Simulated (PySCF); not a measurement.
Species: C7H11OPS.
SMILES with atom numbers: `[CH3:1][C:2](=[O:3])[P@:4]1(=[S:5])[CH:6]=[C:7]([CH3:8])[CH2:9][CH2:10]1`

Geometry (GFN2-xTB, Å), atoms numbered from 1 in this order:
```xyz
21
C7H11OPS angstrom
C      3.2198    0.3544    0.3785
C      1.9790   -0.4071    0.6831
O      1.6955   -0.9452    1.7160
P      0.7878   -0.5238   -0.7859
S      1.6549   -0.8406   -2.4931
C     -0.3163    0.8959   -0.5894
C     -1.4406    0.5717    0.0501
C     -2.5613    1.5066    0.3434
C     -1.5461   -0.8473    0.5424
C     -0.5031   -1.7002   -0.1836
H      3.7417   -0.1603   -0.4297
H      2.9468    1.3413    0.0024
H      3.8638    0.4373    1.2506
H     -0.0834    1.8663   -0.9970
H     -3.4841    1.1351   -0.1012
H     -2.7176    1.5721    1.4197
H     -2.3576    2.5002   -0.0460
H     -2.5554   -1.2361    0.3920
H     -1.3472   -0.8512    1.6175
H     -0.0623   -2.4674    0.4550
H     -0.9232   -2.1846   -1.0704
```

NICS = −σ at a ghost point: NICS(0) at the centroid of the ring atoms, NICS(1) 1 Å to either side along the normal of their mean plane, zz for the tensor component along that normal. Level: GIAO PBE0/pcSseg-1 (PySCF, non-relativistic, gas phase) on the GFN2-xTB geometry, one conformer.

Ring bond lengths (Å), with Mayer bond orders in brackets: P4–C6 1.809 (0.90), C6–C7 1.334 (1.78), C7–C9 1.506 (1.01), C9–C10 1.530 (1.00), C10–P4 1.848 (0.92).

What do the NICS probes read (ppm)?

| ring | type | NICS(0) | NICS(1), two faces | NICS(1)zz, two faces | rms pucker (Å) | centre to ring atoms, mean (Å) |
| --- | --- | --- | --- | --- | --- | --- |
| P4–C6–C7–C9–C10 | 5-membered ring with P; formal bonds 1 double, 4 single | -3.2 | -3.7 / -3.5 | -1.7 / -2.1 | 0.10 | 1.35 |

What can be read from them?

- P4–C6–C7–C9–C10: mean NICS(1)zz -1.9 ppm, near zero. P4, C9, C10 have four or more neighbours, so the value isn't read as a sign of a π ring current.

At the second NICS(1) probe listed for ring P4–C6–C7–C9–C10, 1 Å off the ring, what do the in-plane components average?

The isotropic value is a third of the trace: (3 × -3.5 − (-2.1))/2 = -4.2 ppm.

Rough CPU time on one thread of a shared machine: about 2.6 min. This is the whole shielding run at PBE0/pcSseg-1, SCF included.
